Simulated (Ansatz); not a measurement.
Other settings, tried on the cluster Be3Te2⁺.

```yaml
crystal:
  periodic: [false, false, false]
  atoms:
    - {symbol: Be, position_ang: [1.290151, 0.109032, -0.337501]}
    - {symbol: Be, position_ang: [-0.736245, -1.005410, -0.487296]}
    - {symbol: Be, position_ang: [-0.553834, 0.896319, 0.824740]}
    - {symbol: Te, position_ang: [-0.492752, 1.101280, -1.527667]}
    - {symbol: Te, position_ang: [0.492680, -1.101221, 1.527743]}
basis:
  gaussian: {orbitals: def2-TZVP, final_grid: {core_spheres: 20, valence_spheres: 16, degree: 47}}
total_charge: 1
magnetization: {spin_polarized: false, initial_magnetization: 1}
hamiltonian: {xc: {name: revPBE}}
scf: {omitted_lower_state_checks: [starts]}
```

```sh
$ ansatz run in.yaml --threads 4 --pin off --events-out ev --progress --plain --max-ram 3916MiB
```

Shortened log:

```
Functional definition: revPBE
1195 factors; their error is unknown
mean field evaluation 1: about -15783.8057 eV, gradient 4.0e1 eV
mean field evaluation 2: about -15777.1752 eV, gradient 7.2e1 eV
mean field evaluation 4: about -15788.1531 eV, gradient 4.6e0 eV
mean field evaluation 8: about -15787.9627 eV, gradient 7.3e-1 eV
mean field evaluation 16: about -15783.5565 eV, gradient 4.0e1 eV
mean field -15787.96289663 eV, -580.1969349855 hartree, gradient 3.7e-5 eV, S^2 0.750000; 0 other end points of the search recorded, 0 dependent functions left out
reference -15787.96295070 eV, -580.1969369727 hartree; 30, 29 occupied and 127, 128 virtual orbitals, 1195 factors
Total energy: -15787.96295070 eV, -580.1969369727 hartree
Checks for a lower state left out: starts
```

It took 4.3 s on 4 threads of Arm Neoverse V2 on a shared host.

In the def2 sets Te takes a core potential; there is no spin–orbit coupling.

With spin_polarized false and unpaired electrons the run is restricted open-shell.
